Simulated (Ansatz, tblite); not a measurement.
Cost and result up the ladder for B(NH2tBu)Cl3 (C4H11BCl3N) (20 atoms). Charge 0, multiplicity 1. Geometry: PBE-D4/def2-SVP.

Cartesian coordinates in Å:
```
B -0.627 1.754 1.418
N 0.272 0.464 0.924
C 0.132 -0.396 -0.333
C 1.236 -1.462 -0.226
C -1.246 -1.063 -0.358
C 0.351 0.466 -1.581
H 1.238 0.835 0.948
H 0.229 -0.167 1.744
H 2.246 -1.002 -0.193
H 1.203 -2.130 -1.109
H 1.107 -2.094 0.677
H -1.436 -1.646 0.566
H -2.057 -0.320 -0.458
H -1.289 -1.761 -1.217
H -0.442 1.226 -1.695
H 1.325 0.995 -1.546
H 0.351 -0.192 -2.472
Cl 0.251 2.184 3.003
Cl -2.352 1.205 1.728
Cl -0.492 3.105 0.182
```

Ansatz on 2 threads of AMD EPYC 7R13 on a shared host and a share (18 GiB) of an NVIDIA H100 80GB HBM3; xTB runs through tblite on one thread. Times are rough, summed over both states, and most runs start from the orbitals of an earlier one. PBE0-D4/def2-TZVP serves as the yardstick here, not as an exact answer. The other state is a doublet.

The xTB rows come from tblite. HOMO above LUMO, or a gap near zero within one spin, warns that the state may not be the lowest or that an electron is smeared out.

Raw xTB energies of ions are shifted by several eV.

```tsv
level	functions	vertical IE (eV)	difference from PBE0-D4/def2-TZVP (eV)	remarks
GFN1-xTB	73	14.59	4.75	–
revPBE-D4/def2-TZVP	363	9.35	-0.49	gap within one spin near zero (+1 doublet)
PBE0-D4/def2-TZVP	363	9.84	0.00	–
PBE-D4/def2-TZVP (with forces)	363	9.32	-0.52	gap within one spin near zero (+1 doublet)
GFN2-xTB	62	13.63	3.79	–
```

(1) Estimate how long each takes.

Results:

(1) GFN2-xTB 0.039 s; GFN1-xTB 0.043 s; revPBE-D4/def2-TZVP 15 s; PBE-D4/def2-TZVP (with forces) 16 s; PBE0-D4/def2-TZVP 26 s. On shared hardware such times vary by a factor of up to 3.
